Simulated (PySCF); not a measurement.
PySCF 2.14 output of an unrestricted r2SCAN calculation on a single atom or ion in cc-pVDZ-DK (5s4p2d, 27 functions), with scalar relativity by spin-free X2C-1e:

```
SCF conv_tol = 1e-09
number electrons alpha = 18  beta = 15
    J. W. Furness, A. D. Kaplan, J. Ning, J. P. Perdew, and J. Sun.,  J. Phys. Chem. Lett. 11, 8208-8215 (2020)
    J. W. Furness, A. D. Kaplan, J. Ning, J. P. Perdew, and J. Sun.,  J. Phys. Chem. Lett. 11, 9248-9248 (2020)
    J. W. Furness, A. D. Kaplan, J. Ning, J. P. Perdew, and J. Sun.,  J. Phys. Chem. Lett. 11, 8208-8215 (2020)
    J. W. Furness, A. D. Kaplan, J. Ning, J. P. Perdew, and J. Sun.,  J. Phys. Chem. Lett. 11, 9248-9248 (2020)
cycle= 1 E= -2429.33216497772  delta_E= -0.00582  |g|= 0.0351  |ddm|= 0.327
cycle= 2 E= -2429.33239630278  delta_E= -0.000231  |g|= 0.0137  |ddm|= 0.0677
cycle= 3 E= -2429.33244744242  delta_E= -5.11e-05  |g|= 0.000689  |ddm|= 0.0316
cycle= 4 E= -2429.3324476731  delta_E= -2.31e-07  |g|= 6.29e-05  |ddm|= 0.00369
cycle= 5 E= -2429.33244767727  delta_E= -4.16e-09  |g|= 1.07e-07  |ddm|= 0.000686
cycle= 6 E= -2429.33244767726  delta_E= 1.82e-12  |g|= 1.84e-09  |ddm|= 8.39e-07
converged SCF energy = -2429.33244767726  <S^2> = 3.7504251  2S+1 = 4.0002125
```

The run itself started from symmetry-adapted Hartree-Fock orbitals and held the occupation by maximum overlap, on a logarithmic radial grid, so the iterations belong to that start.

**Question.** Which element, charge and spin multiplicity is this?

**Answer.** Se⁺ (selenium, charge +1), multiplicity 4; the state was [Ar] 3d10 4s2 4p3, high-spin 4S determinant.
